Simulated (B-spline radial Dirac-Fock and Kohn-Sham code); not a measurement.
These are calculated numbers from a radial B-spline solver; the model is Dirac-Fock ΔSCF + Breit + QED. Free neutral atoms.

Question: Order these X-ray lines by photon energy, lowest first.
A. W Lη
B. Tb Lγ5
C. Er Lγ5
D. Dy Lβ4
E. Yb Lβ4
F. Cs Lβ3

Answer: F (4719.6 eV), D (7207.5 eV), B (7847.2 eV), E (8317.3 eV), A (8717.1 eV), C (8806.7 eV).
